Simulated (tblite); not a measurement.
C3H12NOPSi2.
Atom-mapped SMILES: `[CH3:1][N:2]([CH3:3])[C:4](=[O:5])[SiH2:6][SiH2:7][PH2:8]` (hydrogens: H9, H10, H11 on C1; H12, H13, H14 on C3; H15, H16 on Si6; H17, H18 on Si7; H19, H20 on P8)

Geometry (GFN2-xTB, Å), atoms numbered from 1 in this order:
```xyz
20
C3H12NOPSi2 angstrom
C     -2.7230   -0.9933   -0.9880
N     -1.7703    0.0048   -0.5510
C     -2.2917    1.3369   -0.4160
C     -0.5066   -0.3371   -0.2646
O     -0.1079   -1.4983   -0.3896
Si     0.8455    0.8628    0.3787
Si     2.4356   -0.8101    0.5931
P      4.2393    0.0740    1.6285
H     -2.2076   -1.9507   -1.0353
H     -3.5526   -1.0597   -0.2808
H     -3.1158   -0.7377   -1.9744
H     -1.4940    2.0297   -0.1645
H     -2.7540    1.6526   -1.3552
H     -3.0531    1.3707    0.3690
H      0.3435    1.5630    1.5732
H      1.0412    1.9360   -0.6140
H      2.0616   -1.8996    1.5017
H      2.8622   -1.3928   -0.6875
H      4.6599    0.8235    0.5499
H      5.0825   -0.9640    1.3030
```

Computed with GFN2-xTB (tblite): harmonic, unscaled wavenumbers at the GFN2-xTB geometry, gas phase. Against measured fundamentals such values can be off by several per cent, at times by over 20. Modes of hydrogen on phosphorus and silicon can be 10 to 20 % off. One conformer, not necessarily the lowest.

Harmonic wavenumbers (cm⁻¹): 33.4, 47.2, 69.7, 100.7, 104.4, 108.1, 113.4, 150.4, 203.8, 236.4, 320.7, 340.0, 374.4, 408.4, 431.3, 446.2, 481.5, 491.5, 572.0, 602.9, 605.5, 657.1, 678.4, 682.9, 721.6, 765.7, 812.5, 939.7, 1038.7, 1087.2, 1120.4, 1123.8, 1160.8, 1257.3, 1386.1, 1402.1, 1425.7, 1458.1, 1466.6, 1475.1, 1495.9, 1619.3, 2139.8, 2163.4, 2180.4, 2209.5, 2328.4, 2428.3, 2943.3, 2964.1, 2968.8, 2981.7, 3036.8, 3054.7.

A = 3325, B = 475.2, C = 423.9 MHz; mass 165.020 u (most abundant isotopes); point group C1, symmetry number 1.

Question: Zero-point energy?

Answer: Half the sum of the wavenumbers: 30708 cm⁻¹ = 87.80 kcal/mol.

Question: Give the ideal-gas entropy at 200 K and 1 bar in the rigid-rotor, harmonic-oscillator model (classical rotation).

Answer: Translation 39.25, rotation 29.36, vibration 31.63: S = 100.2 cal/(mol K).

Question: And Cp and H(200 K) − H(0)?

Answer: Cp = 38.36 cal/(mol K), of which vibrations give 30.41 (their classical limit is 54 R = 107.3); H(200 K) − H(0) = 4.88 kcal/mol without the zero-point energy, 3.29 from vibrations.

Question: How do the functions run with temperature in this model?

Answer: 
| T (K) | S (cal/(mol K)) | Cp (cal/(mol K)) | H − H(0) (kcal/mol) | G − H(0) (kcal/mol) | ln q(vib) |
| --- | --- | --- | --- | --- | --- |
| 100 | 78.6 | 25.2 | 1.68 | -6.18 | 3.34 |
| 300 | 118.0 | 49.5 | 9.29 | -26.11 | 11.64 |
| 500 | 147.5 | 66.5 | 21.00 | -52.76 | 18.91 |
| 800 | 182.7 | 83.2 | 43.66 | -102.52 | 28.41 |
| 1000 | 202.1 | 90.6 | 61.08 | -141.04 | 34.01 |

q(vib) and H(0) count from the zero-point level.

Question: Blend soft modes into free rotors: weight 1/[1 + (100 cm⁻¹/ν̃)⁴] for the oscillator and the rest for a rotor with moment μB/(μ + B), μ = h/(8π²ν), B = 10⁻⁴⁴ kg m². What vibrational entropy results?

Answer: 28.79 cal/(mol K) in place of 31.63, which changes −T·S at 200 K by +0.57 kcal/mol.

Question: What must be added to the electronic energy to get the Gibbs energy at 200 K and 1 bar?

Answer: ZPE + [H(200 K) − H(0)] − T·S = 87.80 + 4.88 − 20.05 = 72.63 kcal/mol.

Question: Which modes carry the vibrational entropy at 200 K?

Answer: 33.4 cm⁻¹: 4.83; 47.2 cm⁻¹: 4.14; 69.7 cm⁻¹: 3.38; 100.7 cm⁻¹: 2.67; 104.4 cm⁻¹: 2.60; 108.1 cm⁻¹: 2.54 cal/(mol K); the other 48 give 11.47 together.

Hindered rotation and anharmonicity are outside this model. Other conformers, if any are populated, would add a mixing term that is left out. The structure is chiral; the term R ln 2 for an equal mix with its mirror image is left out.
